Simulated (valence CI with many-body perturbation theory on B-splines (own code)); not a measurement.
# Al IX: electric-dipole lines

Calculated by configuration interaction combined with many-body perturbation theory (CI+MBPT): three valence electrons over a frozen Dirac-Fock core [He], radial functions for each j: 11 s, 11 p, 10 d, 8 f, 5 g, 2 h, with the one-electron correlation potential Σ1, the two-electron term Σ2, the three-electron term Σ3, Breit, model QED; selected CI, second order for the rest, scaled by the run's own slope (own B-spline code, finite nucleus).

No measured levels were compared; by estimate levels of excited configurations hold to 0.05 to 0.15 % of their energy, terms of the ground configuration to about 0.5 %.

Lines 51 to 100 of 584 in falling wavelength, among levels below 2334500 cm⁻¹, chosen from the strongest by gf and those to the six lowest levels. Wavelengths and rates use the calculated energies, so an error of 300 cm⁻¹ moves a line at 344.2 nm by 1 % and its rate by three times that or more. Electric multipoles are in the length gauge, E1 and E2 with the static RPA response of the core. Weak lines are less certain than strong ones. Lines between different terms over intervals too small for the method are left out, as are lines whose strength nearly cancels. Where a level lies close to another of its J and parity, the split of strength between their lines is uncertain. The highest levels of a list are the least certain.

Names give the largest LS component (configuration and term), which can be under half, so a name can repeat, a term be missing and a line seem to break the LS rules; names also repeat where a configuration has a term twice. Letters in brackets count levels of one name in rising energy.

| λ vac (nm) | Upper | Lower | A (s⁻¹) | log gf | Branch % |
| --- | --- | --- | --- | --- | --- |
| 344.2 | 2s 2p 4p 2D_3/2 | 2s 2p 4s 2P°_1/2 | 6.52e+07 | -0.33 | 0.0 |
| 320.2 | 2p2 3p 2P°_3/2 [b] | 2s2 4s 2S_1/2 | 2.56e+07 | -0.80 | 0.0 |
| 310.5 | 2s 2p 4p 4S_3/2 | 2s 2p 4s 4P°_3/2 | 4.88e+07 | -0.55 | 0.1 |
| 307.7 | 2s 2p 4p 4P_3/2 | 2s 2p 4s 4P°_5/2 | 1.14e+08 | -0.19 | 0.5 |
| 301.5 | 2s 2p 4p 4P_5/2 | 2s 2p 4s 4P°_5/2 | 1.20e+08 | -0.01 | 0.5 |
| 298.2 | 2s 2p 4p 4P_1/2 | 2s 2p 4s 4P°_3/2 | 1.33e+08 | -0.45 | 0.6 |
| 295.8 | 2s 2p 4p 4S_3/2 | 2s 2p 4s 4P°_1/2 | 3.19e+07 | -0.78 | 0.1 |
| 283.7 | 2s 2p 4p 2S_1/2 | 2s 2p 4s 2P°_3/2 | 1.27e+08 | -0.51 | 0.1 |
| 275.6 | 2s 2p 4p 4P_5/2 | 2s 2p 4s 4P°_3/2 | 3.38e+07 | -0.64 | 0.1 |
| 247.8 | 2s 2p 4d 2P°_3/2 | 2s 2p 4p 2P_3/2 | 7.31e+07 | -0.57 | 0.0 |
| 236.0 | 2p2 3p 2D°_5/2 [a] | 2p2 3s 2P_3/2 | 4.48e+07 | -0.65 | 0.0 |
| 210.9 | 2p2 3d 4P_5/2 | 2p2 3p 4S°_3/2 | 4.78e+07 | -0.72 | 0.0 |
| 206.0 | 2s 2p 3d 4D°_7/2 | 2s 2p 3p 4P_5/2 | 7.02e+07 | -0.45 | 0.0 |
| 205.6 | 2s 2p 3d 4D°_5/2 | 2s 2p 3p 4P_3/2 | 4.87e+07 | -0.73 | 0.0 |
| 198.7 | 2p2 3d 2F_5/2 [b] | 2p2 3p 2D°_3/2 [b] | 6.09e+07 | -0.66 | 0.0 |
| 197.6 | 2p2 3d 2F_7/2 [b] | 2p2 3p 2D°_5/2 [b] | 1.04e+08 | -0.31 | 0.0 |
| 193.4 | 2p2 3d 4F_9/2 | 2p2 3p 4D°_7/2 | 1.33e+08 | -0.13 | 4.4 |
| 191.2 | 2p2 3d 4F_7/2 | 2p2 3p 4D°_5/2 | 1.23e+08 | -0.27 | 3.6 |
| 189.7 | 2p2 3d 4F_5/2 | 2p2 3p 4D°_3/2 | 1.11e+08 | -0.45 | 3.1 |
| 189.3 | 2p2 3d 4F_3/2 | 2p2 3p 4D°_1/2 | 1.03e+08 | -0.66 | 3.0 |
| 187.7 | 2p2 3d 2G_9/2 | 2p2 3p 2F°_7/2 | 1.65e+08 | -0.06 | 40.2 |
| 186.2 | 2p2 3d 2F_5/2 [a] | 2p2 3p 2D°_3/2 [a] | 1.23e+08 | -0.42 | 0.1 |
| 185.6 | 2p2 3d 2F_7/2 [a] | 2p2 3p 2D°_5/2 [a] | 1.34e+08 | -0.26 | 0.2 |
| 185.5 | 2p2 3d 2D_5/2 [c] | 2p2 3p 2P°_3/2 [c] | 1.64e+08 | -0.29 | 0.0 |
| 185.5 | 2p2 3d 2G_7/2 | 2p2 3p 2F°_5/2 | 1.67e+08 | -0.16 | 4.1 |
| 182.2 | 2p2 3d 2D_3/2 [c] | 2p2 3p 2P°_1/2 [c] | 1.45e+08 | -0.54 | 0.0 |
| 179.0 | 2p2 3p 2P°_3/2 [a] | 2p2 3s 2P_3/2 | 1.02e+08 | -0.71 | 0.1 |
| 178.6 | 2s 2p 3d 2F°_7/2 [b] | 2s 2p 3p 2D_5/2 [b] | 1.25e+08 | -0.32 | 0.0 |
| 177.2 | 2p2 3d 4D_7/2 | 2p2 3p 4P°_5/2 | 1.35e+08 | -0.29 | 1.5 |
| 176.8 | 2s 2p 3d 2F°_5/2 [b] | 2s 2p 3p 2D_3/2 [b] | 1.12e+08 | -0.50 | 0.0 |
| 175.0 | 2s 2p 3d 4F°_9/2 | 2s 2p 3p 4D_7/2 | 1.62e+08 | -0.13 | 100.0 |
| 174.5 | 2p2 3d 4D_5/2 | 2p2 3p 4P°_3/2 | 1.07e+08 | -0.53 | 0.6 |
| 174.0 | 2s 2p 3d 4F°_5/2 | 2s 2p 3p 4D_3/2 | 8.83e+07 | -0.62 | 1.2 |
| 173.6 | 2p2 3p 4D°_3/2 | 2p2 3s 4P_3/2 | 1.02e+08 | -0.73 | 0.1 |
| 173.1 | 2s 2p 3d 4F°_7/2 | 2s 2p 3p 4D_5/2 | 1.48e+08 | -0.27 | 1.8 |
| 171.5 | 2p2 3p 4D°_1/2 | 2p2 3s 4P_1/2 | 1.91e+08 | -0.77 | 0.2 |
| 170.5 | 2p2 3p 2F°_5/2 | 2p2 3s 2D_3/2 | 2.35e+08 | -0.21 | 0.3 |
| 169.2 | 2p2 3p 4D°_7/2 | 2p2 3s 4P_5/2 | 2.30e+08 | -0.10 | 0.2 |
| 168.5 | 2p2 3p 4D°_5/2 | 2p2 3s 4P_3/2 | 1.82e+08 | -0.33 | 0.2 |
| 168.4 | 2p2 3p 4D°_3/2 | 2p2 3s 4P_1/2 | 1.15e+08 | -0.71 | 0.1 |
| 168.3 | 2s 2p 3d 2P°_3/2 [a] | 2s 2p 3p 2S_1/2 [a] | 1.11e+08 | -0.72 | 0.0 |
| 167.7 | 2p2 3p 2F°_7/2 | 2p2 3s 2D_5/2 | 2.61e+08 | -0.05 | 0.3 |
| 158.6 | 2p2 3d 4D_7/2 | 2p2 3p 4D°_7/2 | 6.21e+07 | -0.73 | 0.7 |
| 156.9 | 2s 2p 3d 2P°_3/2 [b] | 2s 2p 3p 2S_1/2 [b] | 1.24e+08 | -0.74 | 0.0 |
| 155.6 | 2p2 3p 4P°_3/2 | 2p2 3s 4P_5/2 | 1.22e+08 | -0.75 | 0.1 |
| 152.4 | 2s 2p 3d 2D°_5/2 [b] | 2s 2p 3p 2P_3/2 [b] | 1.50e+08 | -0.50 | 0.0 |
| 152.1 | 2p2 3p 4P°_5/2 | 2p2 3s 4P_5/2 | 2.35e+08 | -0.31 | 0.2 |
| 151.1 | 2s 2p 3d 2D°_3/2 [b] | 2s 2p 3p 2P_1/2 [b] | 1.24e+08 | -0.77 | 0.0 |
| 151.0 | 2p2 3p 4P°_1/2 | 2p2 3s 4P_3/2 | 2.76e+08 | -0.72 | 0.2 |
| 150.2 | 2s 2p 3p 2D_5/2 [a] | 2s 2p 3s 2P°_3/2 [a] | 2.74e+08 | -0.25 | 0.1 |
